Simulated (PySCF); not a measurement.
Working out the ionisation energy of W²⁺

W²⁺ [Xe] 4f14 5d4 (5D) → W³⁺ [Xe] 4f14 5d3 (4F). All numbers are calculated (PySCF 2.14, a scalar-relativistic core potential, in aug-cc-pVTZ-PP with ECP60MDF (6s6p5d3f2g, 88 functions)). Frozen: 5s2 5p6. Energies in hartree (1 hartree = 27.21139 eV):

```tsv
part	W²⁺ (lower)	W³⁺ (upper)
UHF	-65.913471	-65.003894
CCSD correlation	-0.036610	-0.016488
(T)	-0.000376	-0.000064
```

Question: What does Hartree-Fock give?

Answer: (-65.003894) − (-65.913471) = 0.909577 hartree = 24.751 eV.

Question: What do CCSD and CCSD(T) give?

Answer: The CCSD correlation energies differ by 0.020122 hartree = 0.548 eV and the triples by 0.000312 hartree = 0.008 eV, so CCSD gives 25.299 eV and CCSD(T) 25.307 eV.

Reference: 26 ± 0.4 eV (semi-empirical (NIST evaluation); NIST Atomic Spectra Database, ionization energies), between the lowest levels; spin-orbit coupling is absent from the calculation.

What remains against the reference includes basis incompleteness, the frozen core and higher excitations.
